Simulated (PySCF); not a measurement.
Bonds: C1-Si2, Si2-C3, C3-C4, C4-C5, C5-F6, C5-C7, C7-F8, C5-C9, C9-N10, C9-C3. C1 carries H11, H12, H13; Si2 carries H14, H15; C3 carries H16; C4 carries H17, H18; C7 carries H19, H20; N10 carries H21.

- geometry from GFN2-xTB
- NMR shieldings at PBE0/pcSseg-1/GIAO
- program: PySCF 2.14.0 with density-fitted response routines
- one averaged value for each set of equivalent atoms, non-relativistic Hamiltonian, one conformer, gas phase

Referencing at the same level of theory: ¹³C (186.93 ppm) against TMS.

Question: Do the ¹³C shifts follow the atomic charges (in e)? Tabulate both.

Answer: 
```tsv
atoms	hybridisation	δ (ppm)	σ para (ppm)	Hirshfeld	IAO	Mulliken	ESP-fitted
C9	–	186.4	-255	+0.08	+0.17	+0.11	+0.54
C5	–	103.4	-168	+0.09	+0.28	+0.03	+0.20
C7	–	85.2	-137	+0.02	+0.02	+0.24	+0.00
C3	–	35.3	-108	-0.12	-0.44	-0.52	-0.46
C4	–	27.1	-92	-0.08	-0.29	-0.07	-0.13
C1	–	-10.2	-57	-0.21	-0.72	-0.63	-0.59
```

Correlation coefficients of δ with charge over these carbons: Hirshfeld +0.89, IAO +0.86, Mulliken +0.73, ESP-fitted +0.95; with the paramagnetic shielding -0.99. With so few points these coefficients are fragile. Charge is one influence among several: hybridisation and low-lying excitations act through the paramagnetic term.

Shifts are as computed. Against solution values, carbons near 30 ppm lie about +3 ppm off and those near 130 ppm about +5 ppm. Of 1211 compounds with measured shifts, 218 miss one by over three times the rms of a fit or turn the order of signals round; such compounds aren't used in these exercises.
